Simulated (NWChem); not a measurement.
System: C4H4F2; SMILES C=C(F)/C=C\F

Here is an NWChem input.

```
start job
memory heap 200 mb stack 900 mb global 1100 mb
geometry units angstroms noautosym nocenter noautoz
  C      0.331509     2.234875     0.000000
  C      0.006438     0.937253     0.000000
  F     -1.278692     0.580030     0.000000
  C      0.952527    -0.164906     0.000000
  C      0.681149    -1.475034     0.000000
  F     -0.536600    -1.986856     0.000000
  H     -0.447457     2.998146     0.000000
  H      1.377599     2.539524     0.000000
  H      2.009925     0.105904     0.000000
  H      1.461434    -2.242142     0.000000
end
basis spherical
  * library pcsseg-1
end
dft
  xc pbe0
  iterations 150
end
property
  shielding
end
task dft property
```

Excerpt of the output:

```
             Northwest Computational Chemistry Package (NWChem) 7.3.0
             --------------------------------------------------------

                             Geometry "geometry" -> ""
                             -------------------------

 Output coordinates in angstroms (scale by  1.889725989 to convert to a.u.)

  No.       Tag          Charge          X              Y              Z
 ---- ---------------- ---------- -------------- -------------- --------------
    1 C                    6.0000     0.33150900     2.23487500     0.00000000
    2 C                    6.0000     0.00643800     0.93725300     0.00000000
    3 F                    9.0000    -1.27869200     0.58003000     0.00000000
    4 C                    6.0000     0.95252700    -0.16490600     0.00000000
    5 C                    6.0000     0.68114900    -1.47503400     0.00000000
    6 F                    9.0000    -0.53660000    -1.98685600     0.00000000
    7 H                    1.0000    -0.44745700     2.99814600     0.00000000
    8 H                    1.0000     1.37759900     2.53952400     0.00000000
    9 H                    1.0000     2.00992500     0.10590400     0.00000000
   10 H                    1.0000     1.46143400    -2.24214200     0.00000000

 Effective nuclear repulsion energy (a.u.)     222.2473731658

                              NWChem Property Module
                              ----------------------

  itol2e modified to match energy
  convergence criterion.

                                 NWChem DFT Module
                                 -----------------

 Summary of "ao basis" -> "ao basis" (spherical)
 ------------------------------------------------------------------------------
       Tag                 Description            Shells   Functions and Types
 ---------------- ------------------------------  ------  ---------------------
 C                          pcsseg-1                 7       17   3s3p1d
 F                          pcsseg-1                 7       17   3s3p1d
 H                          pcsseg-1                 3        5   2s1p

  itol2e modified to match energy
  convergence criterion.

            General Information
            -------------------
          SCF calculation type: DFT
          Wavefunction type:  closed shell.
          No. of atoms     :    10
          No. of electrons :    46
           Alpha electrons :    23
            Beta electrons :    23
          Charge           :     0
          Spin multiplicity:     1
          Use of symmetry is: off; symmetry adaption is: off
          Maximum number of iterations: 150
          AO basis - number of functions:   122
                     number of shells:    54
          Convergence on energy requested:  1.00D-07
          Convergence on density requested:  1.00D-05
          Convergence on gradient requested:  5.00D-04

              XC Information
              --------------
                         PBE0 Method XC Functional
                     Hartree-Fock (Exact) Exchange  0.250
          PerdewBurkeErnzerhof Exchange Functional  0.750
            Perdew 1991 LDA Correlation Functional  1.000 local
           PerdewBurkeErnz. Correlation Functional  1.000 non-local

             Grid Information
             ----------------
          Grid used for XC integration:  fine
          Radial quadrature: Mura-Knowles
          Angular quadrature: Lebedev.
          Tag              B.-S. Rad. Rad. Pts. Rad. Cut. Ang. Pts.
          ---              ---------- --------- --------- ---------
          C                   0.70       70          12.0       590
          F                   0.50       70          13.0       590
          H                   0.35       60          14.0       590
          Grid pruning is: on
          Number of quadrature shells:   660
          Spatial weights used:  Erf1

      Superposition of Atomic Density Guess
      -------------------------------------

 Sum of atomic energies:        -351.34001566

      Non-variational initial energy
      ------------------------------

 Total energy =    -354.227033
 1-e energy   =    -923.115149
 2-e energy   =     346.640742
 HOMO         =      -0.254221
 LUMO         =      -0.013587

   convergence    iter        energy       DeltaE   RMS-Dens  Diis-err
 ---------------- ----- ----------------- --------- --------- ---------
 d= 0,ls=0.0,diis     1   -353.9441616071 -5.76D+02  8.96D-03  1.02D+00
 d= 0,ls=0.0,diis     2   -353.9182879000  2.59D-02  5.31D-03  1.36D+00
 d= 0,ls=0.0,diis     3   -354.0456458680 -1.27D-01  1.53D-03  5.93D-02
 d= 0,ls=0.0,diis     4   -354.0508400403 -5.19D-03  6.51D-04  1.36D-02
 d= 0,ls=0.0,diis     5   -354.0524833271 -1.64D-03  1.44D-04  9.28D-04
  Resetting Diis
 d= 0,ls=0.0,diis     6   -354.0525543400 -7.10D-05  4.46D-05  4.93D-05
 d= 0,ls=0.0,diis     7   -354.0525593282 -4.99D-06  2.77D-05  4.14D-06
 d= 0,ls=0.0,diis     8   -354.0525584161  9.12D-07  1.74D-05  1.23D-05
 d= 0,ls=0.0,diis     9   -354.0525598347 -1.42D-06  1.22D-06  5.80D-08
 d= 0,ls=0.0,diis    10   -354.0525598395 -4.73D-09  5.22D-07  8.41D-09

         Total DFT energy =     -354.052559839456
      One electron energy =     -926.825304064667
           Coulomb energy =      394.203966074017
    Exchange-Corr. energy =      -43.678595014576
 Nuclear repulsion energy =      222.247373165770

 Numeric. integr. density =       45.999997830421

                       DFT Final Molecular Orbital Analysis
                       ------------------------------------

 Vector   21  Occ=2.000000D+00  E=-3.816443D-01
              MO Center= -1.1D-01, -2.7D-01,  2.7D-11, r^2= 3.7D+00
   Bfn.  Coefficient  Atom+Function         Bfn.  Coefficient  Atom+Function
  ----- ------------  ---------------      ----- ------------  ---------------
    42      0.272584   3 F  py               45      0.250955   3 F  py
   118      0.219160  10 H  s                93      0.206835   6 F  py
    96      0.188362   6 F  py               25     -0.175439   2 C  py
    59      0.174055   4 C  py               62      0.170637   4 C  py
    39      0.145924   3 F  py                8      0.141929   1 C  py

 Vector   22  Occ=2.000000D+00  E=-3.328353D-01
              MO Center=  2.7D-01,  1.6D-01, -1.8D-11, r^2= 2.8D+00
   Bfn.  Coefficient  Atom+Function         Bfn.  Coefficient  Atom+Function
  ----- ------------  ---------------      ----- ------------  ---------------
    60      0.276682   4 C  pz               63      0.245035   4 C  pz
    46     -0.214812   3 F  pz               26      0.213634   2 C  pz
    43     -0.213471   3 F  pz               77      0.171256   5 C  pz
     9      0.156850   1 C  pz               97     -0.153959   6 F  pz
    94     -0.150029   6 F  pz               12      0.132543   1 C  pz

[...]

          -----------------------------------------
          Chemical Shielding Tensors (GIAO, in ppm)
          -----------------------------------------

                                NWChem CPHF Module
                                ------------------

  scftype          =     RHF
  nclosed          =       23
  nopen            =        0
  variables        =     2277
  # of vectors     =        3
  tolerance        = 0.10D-03
  level shift      = 0.00D+00
  max iterations   =       50
  max subspace     =       30

 SCF residual:    3.8323393538606724E-005

Iterative solution of linear equations
  No. of variables     2277
  No. of equations        3
  Maximum subspace       30
        Iterations       50
       Convergence  1.0D-04

   iter   nsub   residual    time
   ----  ------  --------  ---------
     1      3    6.33D-01      62.1
     2      6    4.13D-02      66.6
     3      9    3.06D-03      71.0
     4     12    1.55D-04      75.4
     5     15    2.31D-05      79.9

      Atom:    1  C
        Diamagnetic
    259.9098      4.9051      0.0000
      4.9051    268.4476      0.0000
      0.0000      0.0000    242.8841

        Paramagnetic
   -265.1003      9.0775      0.0000
      9.0775   -160.7938     -0.0000
      0.0000     -0.0000    -88.9274

        Total Shielding Tensor
     -5.1905     13.9826      0.0000
     13.9826    107.6538     -0.0000
      0.0000     -0.0000    153.9567

           isotropic =      85.4733
          anisotropy =     102.7250

          Principal Components and Axis System
                 1           2           3
              153.9567    109.3606     -6.8973

      1         0.0000      0.1212      0.9926
      2        -0.0000      0.9926     -0.1212
      3         1.0000      0.0000     -0.0000

      Atom:    2  C
        Diamagnetic
    256.4350     -2.6365      0.0000
     -2.6365    260.9469     -0.0000
      0.0000     -0.0000    224.8920

        Paramagnetic
   -341.5206     27.7254     -0.0000
     27.7254   -206.3601     -0.0000
     -0.0000     -0.0000   -147.3847

        Total Shielding Tensor
    -85.0856     25.0889      0.0000
     25.0889     54.5868     -0.0000
      0.0000     -0.0000     77.5073

           isotropic =      15.6695
          anisotropy =    -157.6876

          Principal Components and Axis System
                 1           2           3
              -89.4556     77.5073     58.9568

      1         0.9852     -0.0000      0.1716
      2        -0.1716     -0.0000      0.9852
      3        -0.0000      1.0000      0.0000

      Atom:    3  F
        Diamagnetic
    491.4135      6.2266      0.0000
      6.2266    469.8054     -0.0000
      0.0000     -0.0000    466.6234

        Paramagnetic
   -219.6568     14.9883     -0.0000
     14.9883   -286.1378     -0.0000
     -0.0000     -0.0000    -82.2787

        Total Shielding Tensor
    271.7567     21.2149     -0.0000
     21.2149    183.6675     -0.0000
     -0.0000     -0.0000    384.3448

           isotropic =     279.9230
          anisotropy =     156.6327

          Principal Components and Axis System
                 1           2           3
              384.3448    276.5997    178.8245

      1        -0.0000      0.9749     -0.2226
      2        -0.0000      0.2226      0.9749
      3         1.0000      0.0000      0.0000

      Atom:    4  C
        Diamagnetic
    263.2090     -3.7308     -0.0000
     -3.7308    273.5794     -0.0000
     -0.0000     -0.0000    244.0095

        Paramagnetic
   -287.7747     -7.5096      0.0000
     -7.5096   -165.8230      0.0000
      0.0000      0.0000   -103.6247

        Total Shielding Tensor
    -24.5657    -11.2404      0.0000
    -11.2404    107.7564      0.0000
      0.0000      0.0000    140.3848

           isotropic =      74.5252
          anisotropy =      98.7895

          Principal Components and Axis System
                 1           2           3
              140.3848    108.7045    -25.5137

      1         0.0000     -0.0840      0.9965
      2         0.0000      0.9965      0.0840
      3         1.0000     -0.0000     -0.0000

      Atom:    5  C
        Diamagnetic
    255.6187      6.4895     -0.0000
      6.4895    262.7349     -0.0000
     -0.0000     -0.0000    230.1082

        Paramagnetic
   -305.5449     23.5749      0.0000
     23.5749   -214.3321      0.0000
      0.0000      0.0000   -147.7675

        Total Shielding Tensor
    -49.9261     30.0644     -0.0000
     30.0644     48.4027      0.0000
     -0.0000      0.0000     82.3407

           isotropic =      26.9391
          anisotropy =      83.1025

          Principal Components and Axis System
                 1           2           3
               82.3407    -58.3899     56.8665

      1         0.0000      0.9626      0.2710
      2         0.0000     -0.2710      0.9626
      3         1.0000      0.0000     -0.0000

      Atom:    6  F
        Diamagnetic
    488.2529     10.3025     -0.0000
     10.3025    469.2265     -0.0000
     -0.0000     -0.0000    465.4307

        Paramagnetic
   -269.1745     11.8036     -0.0000
     11.8036   -297.4272     -0.0000
     -0.0000     -0.0000    -19.5513

        Total Shielding Tensor
    219.0784     22.1061     -0.0000
     22.1061    171.7993     -0.0000
     -0.0000     -0.0000    445.8794

           isotropic =     278.9190
          anisotropy =     250.4406

          Principal Components and Axis System
                 1           2           3
              445.8794    227.8041    163.0736

      1        -0.0000      0.9302     -0.3672
      2        -0.0000      0.3672      0.9302
      3         1.0000      0.0000     -0.0000

      Atom:    7  H
        Diamagnetic
     30.2992     -6.8536     -0.0000
     -6.8536     37.0148      0.0000
     -0.0000      0.0000     21.4770

        Paramagnetic
     -6.3480      7.0273     -0.0000
      7.0273     -6.4778     -0.0000
     -0.0000     -0.0000      3.2906

        Total Shielding Tensor
     23.9512      0.1737     -0.0000
      0.1737     30.5371      0.0000
     -0.0000      0.0000     24.7676

           isotropic =      26.4186
          anisotropy =       6.1846

          Principal Components and Axis System
                 1           2           3
               30.5416     24.7676     23.9466

      1         0.0263     -0.0000      0.9997
      2         0.9997     -0.0000     -0.0263
      3         0.0000      1.0000      0.0000

      Atom:    8  H
        Diamagnetic
     38.2778      6.4249      0.0000
      6.4249     29.8961      0.0000
      0.0000      0.0000     21.6739

        Paramagnetic
    -13.1510     -5.0919     -0.0000
     -5.0919     -0.0961     -0.0000
     -0.0000     -0.0000      3.8227

        Total Shielding Tensor
     25.1269      1.3331     -0.0000
      1.3331     29.8000      0.0000
     -0.0000      0.0000     25.4965

           isotropic =      26.8078
          anisotropy =       5.0186

          Principal Components and Axis System
                 1           2           3
               30.1535     25.4965     24.7733

      1         0.2563     -0.0000      0.9666
      2         0.9666      0.0000     -0.2563
      3        -0.0000      1.0000      0.0000

      Atom:    9  H
        Diamagnetic
     42.0057      2.7898      0.0000
      2.7898     28.5975     -0.0000
      0.0000     -0.0000     21.0696

        Paramagnetic
    -16.3604     -3.3746      0.0000
     -3.3746      0.1921      0.0000
      0.0000      0.0000      3.4911

        Total Shielding Tensor
     25.6453     -0.5847      0.0000
     -0.5847     28.7896     -0.0000
      0.0000     -0.0000     24.5607

           isotropic =      26.3319
          anisotropy =       3.8445

          Principal Components and Axis System
                 1           2           3
               28.8948     25.5400     24.5607

      1        -0.1771      0.9842     -0.0000
      2         0.9842      0.1771     -0.0000
      3        -0.0000      0.0000      1.0000

      Atom:   10  H
        Diamagnetic
     33.4668     -8.1354      0.0000
     -8.1354     33.0614     -0.0000
      0.0000     -0.0000     20.2383

        Paramagnetic
     -7.5127      8.4708     -0.0000
      8.4708     -6.2931      0.0000
     -0.0000      0.0000      1.4719

        Total Shielding Tensor
     25.9542      0.3354     -0.0000
      0.3354     26.7683      0.0000
     -0.0000      0.0000     21.7102

           isotropic =      24.8109
          anisotropy =       3.1167

          Principal Components and Axis System
                 1           2           3
               26.8887     25.8338     21.7102

      1         0.3378      0.9412      0.0000
      2         0.9412     -0.3378     -0.0000
      3         0.0000     -0.0000      1.0000
```

Level: PBE0/pcSseg-1, GIAO. The geometry was optimised at PBE0/def2-SVP. The printed shielding anisotropy is the first printed principal value minus the mean of the other two.
